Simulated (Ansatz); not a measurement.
Basis-set series for H5NSSi2 (`N[SiH]1[SiH2]S1`). Charge 0, multiplicity 1. Geometry: relaxed with PBE0-D4/def2-TZVP. It is one conformer, not always the lowest.

```xyz
9

N     1.515    0.734   -0.752
Si    0.113   -0.230   -0.655
Si   -1.030   -0.618    1.233
S    -1.840    0.632   -0.331
H     1.716    1.433   -0.056
H     1.890    0.985   -1.653
H     0.151   -1.174   -1.793
H    -1.791   -1.861    1.511
H    -0.724    0.098    2.497
```

```csv
functional,basis,functions,energy (Eh),HOMO (eV),LUMO (eV)
PBE0-D4,def2-SVP,93,-1034.20048,-6.70,0.14
PBE0-D4,def2-TZVPP,227,-1034.61687,-6.77,-0.20
ωB97M-V,def2-SVP,93,-1034.54552,-8.65,2.06
ωB97M-V,def2-TZVPP,227,-1034.96373,-8.75,1.52
```

Problem. Give the rows for def2-QZVPP. (An estimate is asked.)

Solution. Ansatz gave: 
| functional | basis | functions | energy (Eh) | HOMO (eV) | LUMO (eV) |
| --- | --- | --- | --- | --- | --- |
| PBE0-D4 | def2-QZVPP | 417 | -1034.65192 | -6.80 | -0.35 |
| ωB97M-V | def2-QZVPP | 417 | -1034.99673 | -8.79 | 1.15 |

Positive LUMOs are unbound and depend on the basis.
